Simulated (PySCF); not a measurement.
C8H11OP.
Numbering: `[CH2:1]=[C:2]([CH3:3])[P:4]([CH3:5])[c:6]1[cH:7][cH:8][cH:9][o:10]1`

Geometry (GFN2-xTB, Å), atoms numbered from 1 in this order:
```
atom  x, y, z in Å
C1    -2.442    0.628    1.052
C2    -1.668    0.248    0.046
C3    -1.625    0.974   -1.265
P4    -0.669   -1.297    0.062
C5    -0.345   -1.498    1.873
C6     0.921   -0.528   -0.376
C7     1.739   -0.724   -1.454
C8     2.833    0.155   -1.286
C9     2.599    0.819   -0.121
O10    1.449    0.417    0.436
H11   -3.063    1.507    0.979
H12   -2.495    0.091    1.983
H13   -2.410    1.725   -1.323
H14   -0.661    1.469   -1.393
H15   -1.742    0.267   -2.086
H16    0.464   -2.218    1.990
H17   -1.235   -1.899    2.354
H18   -0.066   -0.551    2.328
H19    1.573   -1.412   -2.258
H20    3.674    0.274   -1.938
H21    3.160    1.572    0.398
```

Definitions: NICS(0) = −σiso at the ring centroid; NICS(1) = −σiso and NICS(1)zz = −σzz at ±1 Å along the ring normal z. Level: GIAO PBE0/pcSseg-1 (PySCF, non-relativistic, gas phase) on the GFN2-xTB geometry, one conformer.

Ring bond lengths (Å), with Mayer bond orders in brackets: C6–C7 1.367 (1.57), C7–C8 1.414 (1.27), C8–C9 1.361 (1.59), C9–O10 1.340 (1.10), O10–C6 1.353 (1.02).

**Question.** What do the NICS probes read (ppm)?

**Answer.** 
| ring | type | NICS(0) | NICS(1), two faces | NICS(1)zz, two faces | rms pucker (Å) | centre to ring atoms, mean (Å) |
| --- | --- | --- | --- | --- | --- | --- |
| C6–C7–C8–C9–O10 | 5-membered ring with O; formal bonds all aromatic | -11.4 | -10.4 / -10.2 | -26.7 / -26.5 | 0.00 | 1.16 |

**Question.** What can be read from them?

**Answer.** 
- C6–C7–C8–C9–O10: mean NICS(1)zz -26.6 ppm, shielded. The ring is flat and has no four-coordinate atom; by the NICS criterion it is aromatic.

**Question.** What does the geometric index give? HOMA = 1 − mean of α(R − Ropt)² over the ring bonds, with Krygowski's 1993 parameters (CC: Ropt 1.388 Å, α 257.7 Å⁻²; CO: Ropt 1.265 Å, α 157.38 Å⁻²).

**Answer.** 
- C6–C7–C8–C9–O10: HOMA 0.49; the largest term is that of O10–C6, α(R − Ropt)² = 1.22.
